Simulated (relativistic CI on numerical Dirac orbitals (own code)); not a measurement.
**Tb54+: sensitivity of the levels to the model**

Base calculation: Dirac-Coulomb-Breit CI, separate exchange-only KLI orbitals for each configuration, model QED (radiative potential, 1s self-energy scaled to tabulated hydrogen-like ionisation energies), unscaled Slater integrals.

CI space (outside the closed core [Ne]): 3s, 3p, 3d, 4s, 4p, 4d, 4f, 5s, 5p, 5d, 5f, 5g, 6s, 6p, 6d, 7s, 7p. Levels of other configurations are missing.

Variants: (1) configuration mixing switched off; (2) one mean potential for all configurations. Shifts of the energy above 3s ²S1/2, in eV, for the lowest level and the first level of each name with at least 55 % of one term (blank where a level changes its place among those of its configuration and J or its character, or is not in the variant):

| Level | Base | Δ(1) | Δ(2) |
| --- | --- | --- | --- |
| 3s ²S1/2 | 0.00 | 0.00 | 0.00 |
| 3p ²P°1/2 | 131.10 | +0.02 | +0.12 |
| 3p ²P°3/2 | 334.44 | -0.01 | +0.12 |
| 3d ²D3/2 | 493.80 | -0.01 | +0.06 |
| 3d ²D5/2 | 540.26 | -0.02 | +0.06 |
| 4s ²S1/2 | 2375.57 | -0.04 | -0.14 |
| 4p ²P°1/2 | 2429.82 | -0.04 | -0.10 |
| 4p ²P°3/2 | 2512.91 | -0.03 | -0.09 |
| 4d ²D3/2 | 2573.34 | -0.04 | -0.13 |
| 4d ²D5/2 | 2593.46 | -0.03 | -0.13 |
| 4f ²F°5/2 | 2625.48 | -0.03 | -0.21 |
| 4f ²F°7/2 | 2634.23 | -0.03 | -0.21 |
| 5s ²S1/2 | 3433.04 | -0.04 | -0.16 |
| 5p ²P°1/2 | 3460.31 | -0.04 | -0.13 |
| 5p ²P°3/2 | 3502.10 | -0.03 | -0.14 |
| 5d ²D3/2 | 3531.67 | -0.04 | -0.14 |
| 5d ²D5/2 | 3542.05 | -0.03 | -0.15 |
| 5f ²F°5/2 | 3557.88 | -0.03 | -0.21 |
| 5f ²F°7/2 | 3562.38 | -0.03 | -0.21 |
| 5g ²G7/2 | 3564.55 | -0.03 | -0.20 |
| 5g ²G9/2 | 3567.23 | -0.03 | -0.20 |
| 6s ²S1/2 | 3993.88 | -0.04 | -0.17 |

At this charge energies of transitions that change n are usually good to better than 1 %, and those within a shell (Δn = 0) to a few per cent.

Ionisation energy from the two ground configurations alone: base 5216.22 eV. The NIST ASD value (theoretical) is 5217 eV.
